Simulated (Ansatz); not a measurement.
Steps of a relaxation of `CC(=O)O[SiH2]` radical with UKS PBE0-D4/def2-TZVP.

```sh
$ ansatz run in.yaml --threads 4 --pin off --events-out ev --progress --plain --max-ram 10444MiB
```

```yaml
crystal:
  periodic: [false, false, false]
  atoms:
    - {symbol: C, position_ang: [-0.457224, -1.663574, 0.323526]}
    - {symbol: C, position_ang: [-0.298097, -0.314979, -0.327903]}
    - {symbol: O, position_ang: [-0.984359, 0.122633, -1.239403]}
    - {symbol: O, position_ang: [0.713562, 0.415135, 0.202770]}
    - {symbol: Si, position_ang: [0.860624, 2.007612, -0.500855]}
    - {symbol: H, position_ang: [-0.733679, -1.533274, 1.389856]}
    - {symbol: H, position_ang: [0.508215, -2.207823, 0.307084]}
    - {symbol: H, position_ang: [-1.237525, -2.244569, -0.197467]}
    - {symbol: H, position_ang: [-0.361812, 2.824167, -0.169934]}
    - {symbol: H, position_ang: [2.073596, 2.543572, 0.215225]}
basis:
  gaussian: {orbitals: def2-TZVP}
magnetization: {spin_polarized: true, initial_magnetization: 1}
hamiltonian: {xc: pbe0, dispersion: d4}
relax: {f_tol: 0.005, max_steps: 150}
```

Positions (Å) and forces (eV/Å) along the path, 14 of 18 steps:

```xyz
10
step=1 energy=-14119.7442 eV
C    -0.457   -1.664    0.324   -0.014   -0.154    0.075
C    -0.298   -0.315   -0.328   -0.185    0.545   -0.481
O    -0.984    0.123   -1.239    0.802   -0.495    1.060
O     0.714    0.415    0.203   -0.550    0.435   -0.706
Si    0.861    2.008   -0.501   -0.119   -0.577    0.596
H    -0.734   -1.533    1.390    0.128   -0.017   -0.542
H     0.508   -2.208    0.307   -0.476    0.290   -0.025
H    -1.238   -2.245   -0.197    0.392    0.301    0.252
H    -0.362    2.824   -0.170    0.272   -0.209   -0.078
H     2.074    2.544    0.215   -0.250   -0.120   -0.150
10
step=2 energy=-14119.7986 eV
C    -0.454   -1.652    0.321   -0.002   -0.030    0.020
C    -0.295   -0.310   -0.323    0.073    0.096    0.006
O    -0.975    0.123   -1.224    0.137   -0.081    0.179
O     0.707    0.416    0.204   -0.178    0.394   -0.385
Si    0.855    1.990   -0.497   -0.049   -0.465    0.338
H    -0.727   -1.519    1.375    0.039   -0.014   -0.151
H     0.502   -2.188    0.300   -0.139    0.077   -0.002
H    -1.226   -2.224   -0.195    0.108    0.082    0.073
H    -0.360    2.792   -0.173    0.074   -0.043   -0.031
H     2.056    2.520    0.213   -0.064   -0.016   -0.048
10
step=4 energy=-14119.8104 eV
C    -0.451   -1.644    0.321   -0.009    0.017    0.014
C    -0.298   -0.307   -0.325    0.011   -0.076   -0.047
O    -0.978    0.118   -1.225   -0.017    0.002    0.019
O     0.702    0.421    0.192   -0.017    0.045   -0.015
Si    0.854    1.974   -0.486    0.033    0.012    0.024
H    -0.718   -1.508    1.371    0.000   -0.007    0.013
H     0.501   -2.178    0.296    0.008    0.000   -0.003
H    -1.222   -2.216   -0.188   -0.007   -0.001   -0.003
H    -0.356    2.778   -0.175   -0.008    0.007   -0.006
H     2.048    2.511    0.222    0.005    0.000    0.003
10
step=6 energy=-14119.8119 eV
C    -0.447   -1.645    0.322    0.012   -0.017   -0.001
C    -0.313   -0.312   -0.337   -0.069   -0.027    0.012
O    -1.007    0.099   -1.232    0.027    0.011    0.000
O     0.682    0.429    0.175    0.026   -0.011    0.002
Si    0.868    1.983   -0.479   -0.001    0.049    0.008
H    -0.700   -1.507    1.376    0.007    0.008   -0.009
H     0.508   -2.172    0.286   -0.009   -0.001    0.001
H    -1.221   -2.226   -0.172    0.006    0.004    0.003
H    -0.341    2.800   -0.194    0.008   -0.008   -0.012
H     2.052    2.502    0.258   -0.006   -0.007   -0.005
10
step=7 energy=-14119.8121 eV
C    -0.446   -1.646    0.322    0.005    0.000    0.010
C    -0.316   -0.311   -0.336   -0.018    0.002   -0.026
O    -1.010    0.100   -1.229    0.005   -0.003    0.008
O     0.682    0.429    0.173    0.013   -0.012    0.018
Si    0.871    1.985   -0.477   -0.004    0.004   -0.013
H    -0.694   -1.507    1.377    0.003   -0.002   -0.006
H     0.509   -2.173    0.282   -0.006    0.005   -0.002
H    -1.223   -2.227   -0.170    0.004    0.006    0.004
H    -0.342    2.799   -0.205    0.012    0.000    0.003
H     2.053    2.501    0.266   -0.013    0.000    0.004
10
step=8 energy=-14119.8121 eV
C    -0.446   -1.646    0.322   -0.002    0.005    0.003
C    -0.316   -0.312   -0.336    0.004    0.004   -0.009
O    -1.011    0.101   -1.229   -0.004   -0.002   -0.003
O     0.683    0.428    0.171    0.006    0.006    0.004
Si    0.873    1.984   -0.478   -0.003   -0.011    0.008
H    -0.690   -1.506    1.377    0.001   -0.003    0.001
H     0.508   -2.174    0.279    0.001    0.001   -0.003
H    -1.225   -2.226   -0.167   -0.002    0.000    0.002
H    -0.340    2.800   -0.208   -0.002   -0.001   -0.002
H     2.048    2.501    0.272    0.001    0.001   -0.001
10
step=9 energy=-14119.8122 eV
C    -0.446   -1.646    0.322   -0.005    0.002    0.003
C    -0.316   -0.312   -0.337    0.008   -0.003   -0.005
O    -1.011    0.101   -1.229   -0.003   -0.001   -0.003
O     0.683    0.427    0.172    0.004    0.002    0.002
Si    0.873    1.983   -0.478    0.001   -0.002    0.002
H    -0.688   -1.504    1.377   -0.001   -0.005    0.007
H     0.507   -2.175    0.277    0.002    0.003   -0.004
H    -1.226   -2.225   -0.165   -0.002    0.001    0.000
H    -0.341    2.797   -0.210   -0.004    0.003   -0.001
H     2.048    2.502    0.274    0.000   -0.001    0.000
10
step=10 energy=-14119.8122 eV
C    -0.446   -1.645    0.322   -0.003    0.001   -0.001
C    -0.315   -0.312   -0.337    0.001    0.005    0.006
O    -1.010    0.102   -1.229    0.001   -0.003   -0.005
O     0.684    0.427    0.171    0.000    0.000   -0.002
Si    0.874    1.983   -0.477    0.003   -0.002   -0.001
H    -0.685   -1.505    1.378    0.001   -0.002    0.004
H     0.506   -2.176    0.275    0.002   -0.001   -0.003
H    -1.228   -2.224   -0.163   -0.002    0.000    0.000
H    -0.342    2.796   -0.213   -0.003    0.002    0.001
H     2.046    2.503    0.276    0.000    0.000    0.001
10
step=11 energy=-14119.8122 eV
C    -0.447   -1.645    0.322   -0.003    0.000    0.001
C    -0.315   -0.312   -0.337    0.002    0.007    0.004
O    -1.010    0.101   -1.230    0.004   -0.004    0.000
O     0.685    0.426    0.171   -0.007   -0.006    0.000
Si    0.875    1.983   -0.477    0.001    0.004   -0.002
H    -0.681   -1.505    1.380    0.003    0.001   -0.002
H     0.505   -2.177    0.271    0.000   -0.003   -0.001
H    -1.231   -2.222   -0.160    0.000    0.001    0.000
H    -0.342    2.795   -0.217   -0.001    0.000    0.001
H     2.044    2.504    0.281    0.001    0.000    0.000
10
step=12 energy=-14119.8122 eV
C    -0.447   -1.645    0.322   -0.002   -0.002    0.002
C    -0.315   -0.312   -0.337    0.003    0.004    0.007
O    -1.009    0.101   -1.231    0.002   -0.001   -0.002
O     0.685    0.427    0.171   -0.008   -0.007    0.002
Si    0.876    1.983   -0.476    0.000    0.007   -0.003
H    -0.677   -1.505    1.381    0.004    0.002   -0.004
H     0.504   -2.178    0.267   -0.002   -0.003    0.000
H    -1.234   -2.220   -0.157    0.002    0.001    0.000
H    -0.343    2.795   -0.220    0.001   -0.001    0.001
H     2.043    2.505    0.284    0.000    0.000   -0.001
10
step=15 energy=-14119.8123 eV rejected
C    -0.448   -1.645    0.324    0.006   -0.009    0.002
C    -0.312   -0.313   -0.339   -0.017    0.008    0.016
O    -0.993    0.093   -1.245    0.008   -0.001   -0.005
O     0.677    0.431    0.183    0.006   -0.009   -0.008
Si    0.877    1.983   -0.474   -0.006    0.006    0.009
H    -0.645   -1.505    1.389    0.002   -0.001   -0.012
H     0.493   -2.193    0.239   -0.010    0.004    0.002
H    -1.255   -2.208   -0.138    0.007    0.004    0.003
H    -0.344    2.797   -0.236    0.001   -0.001   -0.005
H     2.034    2.510    0.300    0.002   -0.002   -0.003
10
step=16 energy=-14119.8123 eV
C    -0.448   -1.645    0.323   -0.003    0.000    0.007
C    -0.313   -0.312   -0.337    0.009   -0.007   -0.011
O    -0.995    0.094   -1.243   -0.002    0.003    0.004
O     0.678    0.431    0.181   -0.002   -0.001    0.003
Si    0.877    1.983   -0.474   -0.002    0.002    0.002
H    -0.651   -1.506    1.387    0.001   -0.002   -0.003
H     0.495   -2.190    0.244   -0.003    0.003   -0.001
H    -1.251   -2.210   -0.142    0.002    0.002    0.001
H    -0.344    2.797   -0.234    0.001    0.000   -0.002
H     2.036    2.508    0.296    0.000   -0.001   -0.001
10
step=17 energy=-14119.8123 eV rejected
C    -0.448   -1.645    0.323    0.003   -0.001   -0.003
C    -0.312   -0.313   -0.338   -0.012    0.007    0.009
O    -0.992    0.093   -1.244    0.004   -0.003   -0.003
O     0.677    0.431    0.183    0.006    0.000   -0.002
Si    0.876    1.983   -0.472    0.001   -0.005   -0.006
H    -0.647   -1.506    1.388   -0.001    0.000    0.001
H     0.493   -2.192    0.241    0.001    0.000    0.000
H    -1.254   -2.209   -0.139   -0.001    0.000    0.000
H    -0.345    2.797   -0.235    0.001    0.001    0.003
H     2.036    2.509    0.297   -0.003    0.001    0.003
10
step=18 energy=-14119.8123 eV
C    -0.448   -1.645    0.324    0.000    0.000    0.000
C    -0.312   -0.312   -0.337    0.002    0.000    0.003
O    -0.994    0.094   -1.242   -0.002    0.000   -0.003
O     0.678    0.430    0.182    0.001    0.001    0.000
Si    0.876    1.983   -0.474    0.000   -0.001    0.001
H    -0.651   -1.507    1.387    0.000    0.001    0.000
H     0.494   -2.190    0.243    0.000   -0.001    0.000
H    -1.252   -2.210   -0.142    0.000    0.000    0.000
H    -0.344    2.796   -0.234    0.000    0.001    0.000
H     2.036    2.509    0.296    0.000    0.000    0.000
```

Hardware: 4 threads of an Arm Neoverse V2 on a shared host. Wall time 72 s, peak host memory 0.54 GiB.
